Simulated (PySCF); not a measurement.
**Which functional comes closest?**

Molecule: SMILES [SiH3][SiH2][SiH]([SiH3])[SiH3], H₁₂Si₅.

Mapped SMILES: `[SiH3:1][SiH2:2][SiH:3]([SiH3:4])[SiH3:5]`. Each H is labelled by its parent atom.

Geometry PBE0-D3(BJ)/def2-SVP throughout; GIAO in PySCF, gas phase, one conformer, non-relativistic; equivalent atoms averaged; basis pcSseg-1.

Reference values (measured; C. Corminboeuf, T. Heine, J. Weber, Chem. Phys. Lett. 357 (2002) 1): δ(Si4/Si5) = -94.1 ppm vs TMS, δ(Si3) = -131.5 ppm vs TMS, δ(Si2) = -106.9 ppm vs TMS, δ(Si1) = -99.0 ppm vs TMS. Computed shifts are taken against TMS, calculated as an isolated molecule at each level.

Q: How do the functionals HF, LDA, PBE, BLYP, BP86, OPBE, KT2, KT3, B97-D, B3LYP, PBE0, mPW1PW91, WP04, B97-2, BHandHLYP, CAM-B3LYP, wB97X-D, LC-wPBE perform against the reference? Times are CPU seconds on shared hosts with different chips, so compare them loosely.

A: 
| functional | kind | Si4/Si5 | Si3 | Si2 | Si1 | mean abs. error Si | core-s |
| --- | --- | --- | --- | --- | --- | --- | --- |
| HF | Hartree–Fock | -89.8 | -119.5 | -100.2 | -92.0 | 7.5 | 12 |
| LDA | LDA | -114.1 | -137.5 | -121.7 | -118.9 | 15.2 | 22 |
| PBE | GGA | -105.7 | -132.1 | -114.5 | -109.8 | 7.6 | 28 |
| BLYP | GGA | -103.8 | -122.3 | -108.7 | -107.7 | 7.4 | 28 |
| BP86 | GGA | -104.0 | -129.8 | -112.6 | -107.9 | 6.5 | 28 |
| OPBE | GGA | -97.8 | -131.0 | -109.4 | -101.6 | 2.3 | 28 |
| KT2 | GGA | -103.7 | -128.7 | -112.4 | -107.4 | 6.6 | 28 |
| KT3 | GGA | -97.2 | -121.1 | -104.8 | -100.7 | 4.3 | 27 |
| B97-D | GGA | -97.8 | -120.6 | -105.0 | -101.2 | 4.7 | 28 |
| B3LYP | global hybrid | -100.7 | -122.7 | -107.4 | -104.2 | 5.3 | 20 |
| PBE0 | global hybrid | -101.5 | -131.7 | -112.2 | -105.0 | 4.7 | 21 |
| mPW1PW91 | global hybrid | -99.4 | -130.1 | -110.3 | -102.7 | 3.5 | 20 |
| WP04 | global hybrid | -83.7 | -101.0 | -88.0 | -86.2 | 18.1 | 34 |
| B97-2 | global hybrid | -97.3 | -126.3 | -107.4 | -100.6 | 2.6 | 33 |
| BHandHLYP | global hybrid | -96.4 | -121.4 | -104.8 | -99.4 | 3.7 | 33 |
| CAM-B3LYP | range-separated hybrid | -102.7 | -126.8 | -110.7 | -105.9 | 6.0 | 46 |
| wB97X-D | range-separated hybrid | -101.2 | -133.1 | -113.0 | -104.1 | 5.0 | 47 |
| LC-wPBE | range-separated hybrid | -102.0 | -138.2 | -115.9 | -104.5 | 7.3 | 58 |

For ²⁹Si the closest is OPBE (2.3 ppm) and the furthest WP04 (18.1 ppm). One molecule is a small sample, and vibrational and solvent effects are absent from the calculation.
